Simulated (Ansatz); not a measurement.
Cl3Sc (`[Cl][Sc]([Cl])[Cl]`). Charge 0, multiplicity 1.

Z-matrix (Å, degrees):
```
Sc
Cl 1 2.269
Cl 1 2.269 2 120.0
Cl 1 2.269 2 120.0 3 179.9
```

(1) List the harmonic frequencies (cm⁻¹, unscaled) at PBE0-D4/def2-TZVP in Ansatz. (Estimate.)

(2) Is this a minimum?

(3) Give the ideal-gas thermochemistry at 298.15 K and 1 bar (rigid rotor, harmonic oscillator; point group D3h, symmetry number 6).

(4) And at 400, 500, 600, 800 and 1000 K?

Answers

(1) Computed: 66, 93, 93, 353, 484, 484.

(2) Yes, all 6 modes are real.

(3) Zero-point energy 9.4 kJ/mol; H(298) − E = 27.5 kJ/mol; entropy 336.6 J/(mol·K), of which translation 171.5, rotation 106.5, vibration 58.7; G(298) − E = -72.8 kJ/mol. Modes under 100 cm⁻¹ are hindered rotations or soft bends, so the harmonic entropy is rough.

(4) 
```csv
T (K),H − E (kJ/mol),S (J/mol/K),G − E (kJ/mol)
400,35.4,359.2,-108.3
500,43.3,376.9,-145.1
600,51.3,391.5,-183.6
800,67.6,414.9,-264.3
1000,84.0,433.2,-349.2
```
